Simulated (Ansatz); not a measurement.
CH$_{12}$BGaGeSi$_{2}$ (`[SiH3][SiH2]B[CH]([GaH2])[GeH3]`), one more setting.

```yaml
crystal:
  periodic: [false, false, false]
  atoms:
    - {symbol: Si, position_ang: [0.529993, 1.592850, -1.321247]}
    - {symbol: Si, position_ang: [1.852201, 0.680639, 0.390980]}
    - {symbol: B, position_ang: [1.038064, -1.139688, 0.770820]}
    - {symbol: C, position_ang: [-0.454197, -1.318843, 0.805034]}
    - {symbol: Ga, position_ang: [-0.531200, -1.285811, -1.251028]}
    - {symbol: Ge, position_ang: [-1.659975, 0.058920, 1.470494]}
    - {symbol: H, position_ang: [-0.135413, 2.893039, -1.047956]}
    - {symbol: H, position_ang: [-0.685041, 0.665934, -1.506068]}
    - {symbol: H, position_ang: [1.148425, 1.624368, -2.670670]}
    - {symbol: H, position_ang: [3.253734, 0.649150, -0.110195]}
    - {symbol: H, position_ang: [1.800553, 1.636299, 1.534714]}
    - {symbol: H, position_ang: [1.772622, -2.088432, 0.820878]}
    - {symbol: H, position_ang: [-0.827542, -2.316301, 1.058446]}
    - {symbol: H, position_ang: [0.783819, -1.438559, -2.096851]}
    - {symbol: H, position_ang: [-1.958545, -1.566058, -1.821399]}
    - {symbol: H, position_ang: [-1.815440, -0.072240, 2.995672]}
    - {symbol: H, position_ang: [-1.058273, 1.445805, 1.158900]}
    - {symbol: H, position_ang: [-3.053786, -0.021083, 0.819495]}
basis:
  gaussian: {orbitals: aug-cc-pVDZ}
hamiltonian: {xc: {name: HF}}
correlation: {method: rpa}
accuracy: high
```

```sh
$ ansatz run in.yaml --threads 2 --pin off --events-out ev --progress --plain --max-ram 32768MiB --backend cuda --devices 0, --max-vram 18GiB
```

Output, abridged:

```
Functional definition: HF
5547 factors; integrals over basis functions are off by at most 4.4e-9 eV
mean field evaluation 1: about -126415.5900 eV, gradient 4.0e1 eV
mean field evaluation 2: about -126415.6467 eV, gradient 4.0e1 eV
mean field evaluation 4: about -126421.4405 eV, gradient 4.9e0 eV
mean field evaluation 8: about -126421.5633 eV, gradient 4.1e-4 eV
mean field -126421.56327340 eV, -4645.9067586841 hartree, gradient 1.0e-8 eV, S^2 0.000000; 0 other end points of the search recorded, 0 dependent functions left out
30 core orbitals not correlated: weight in the atoms' cores, before any rotation towards them, 1.000 or more for the frozen orbitals, at most 0.000 for the correlated occupied ones
reference -126421.56327340 eV, -4645.9067586841 hartree; 27, 27 occupied and 223, 223 virtual orbitals, 5547 factors
Total energy: -126445.73171751 eV, -4646.7949326233 hartree
```

Run time 24 s (2 threads of an AMD EPYC 7R13 on a shared host and a share of an NVIDIA H100 80 GB); peak host memory 2.9 GiB.
